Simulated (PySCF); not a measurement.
**Atomic charges against the basis set**

Compound: C3H6OSi.
SMILES with atom numbers: `[CH2:1]=[CH:2][C:3](=[O:4])[SiH3:5]` (hydrogens: H6, H7 on C1; H8 on C2; H9, H10, H11 on Si5)

Geometry (PBE0-D3(BJ)/def2-SVP, Å), atoms numbered from 1 in this order:
```
atom  x, y, z in Å
C1    -1.5928    0.6945   -0.1706
C2    -1.2176   -0.5888   -0.1711
C3     0.1873   -1.0304   -0.0085
O4     0.4658   -2.2122    0.0094
Si5    1.6323    0.2611    0.1951
H6    -0.8653    1.5055   -0.0547
H7    -2.6389    0.9902   -0.2843
H8    -1.9442   -1.4011   -0.2876
H9     1.4584    1.0349    1.4634
H10    2.9008   -0.5152    0.2366
H11    1.6569    1.2312   -0.9432
```

PBE0 throughout (PySCF), one geometry, spherical d and f functions. One conformer (not necessarily the lowest) at the PBE0-D3(BJ)/def2-SVP geometry, without solvent, vibrations or thermal averaging. The first 7 of 9 kinds of atom are listed.

Mulliken charges (e):

```
        basis  functions      C1      C2      C3      O4     Si5      H6      H7
       STO-3G         35  -0.155  -0.103  +0.006  -0.184  +0.500  +0.085  +0.092
        6-31G         61  -0.353  -0.121  +0.070  -0.397  +0.488  +0.188  +0.187
     pcSseg-0         61  -0.407  -0.243  -0.054  -0.454  +0.475  +0.253  +0.249
       6-31G*         86  -0.386  -0.143  +0.204  -0.398  +0.279  +0.202  +0.200
      cc-pVDZ        104  -0.017  -0.068  +0.024  -0.214  +0.196  +0.072  +0.067
     def2-SVP        104  -0.063  -0.049  -0.052  -0.223  +0.320  +0.082  +0.076
  aug-cc-pVDZ        173  +0.497  +1.159  +0.213  -0.573  -0.792  -0.474  -0.379
6-311+G(2d,p)        179  -0.278  -0.027  +0.111  -0.378  +0.298  +0.133  +0.142
    def2-TZVP        197  -0.219  -0.171  +0.171  -0.279  +0.075  +0.153  +0.148
      cc-pVTZ        238  -0.236  -0.115  +0.105  -0.264  +0.144  +0.131  +0.139
     IGLO-III        244  -0.198  -0.097  +0.148  -0.393  +0.649  +0.105  +0.131
```

IAO charges (e):

```
        basis  functions      C1      C2      C3      O4     Si5      H6      H7
       STO-3G         35  -0.236  -0.180  -0.045  -0.173  +0.566  +0.131  +0.143
        6-31G         61  -0.263  -0.177  +0.124  -0.352  +0.357  +0.155  +0.171
     pcSseg-0         61  -0.249  -0.181  +0.104  -0.332  +0.348  +0.149  +0.166
       6-31G*         86  -0.252  -0.178  +0.138  -0.375  +0.482  +0.149  +0.165
      cc-pVDZ        104  -0.258  -0.180  +0.140  -0.368  +0.473  +0.151  +0.166
     def2-SVP        104  -0.248  -0.176  +0.132  -0.367  +0.494  +0.146  +0.162
  aug-cc-pVDZ        173  -0.265  -0.181  +0.150  -0.395  +0.477  +0.157  +0.171
6-311+G(2d,p)        179  -0.265  -0.182  +0.144  -0.397  +0.509  +0.156  +0.171
    def2-TZVP        197  -0.265  -0.181  +0.143  -0.394  +0.517  +0.156  +0.170
      cc-pVTZ        238  -0.266  -0.182  +0.144  -0.390  +0.502  +0.156  +0.170
     IGLO-III        244  -0.267  -0.182  +0.142  -0.397  +0.517  +0.157  +0.171
```

Q: Which scheme is steadiest as the basis changes?

A: Largest range over the bases for any column: IAO 0.22 e, Mulliken 1.44 e. IAO charges move least and Mulliken charges most, counted in e. Without the minimal STO-3G basis the ranges are IAO 0.17, Mulliken 1.44 e.

Q: How much do the charges still move between the two largest bases, cc-pVTZ and IGLO-III?

A: At most, over all atoms: Mulliken 0.506 e, IAO 0.016 e.

Q: What do the same runs give for the total energy, the frontier levels and the dipole moment?

A: 
```csv
basis,energy (Eh),HOMO (eV),LUMO (eV),μ (D)
STO-3G,-476.4453,-3.72,1.33,1.69
6-31G,-482.1371,-6.88,-1.86,3.07
pcSseg-0,-481.4469,-7.06,-2.08,3.06
6-31G*,-482.2218,-6.79,-1.78,2.83
cc-pVDZ,-482.2554,-6.84,-1.89,2.69
def2-SVP,-482.0123,-6.94,-1.99,2.79
aug-cc-pVDZ,-482.2702,-7.06,-2.15,3.01
"6-311+G(2d,p)",-482.3130,-7.09,-2.17,3.03
def2-TZVP,-482.3292,-7.05,-2.12,2.94
cc-pVTZ,-482.3249,-7.01,-2.07,2.87
IGLO-III,-482.3339,-7.08,-2.16,3.00
```

The dipole is fixed by the density alone, so its range of 1.38 D shows that the density itself changes with the basis, not only its division among atoms.
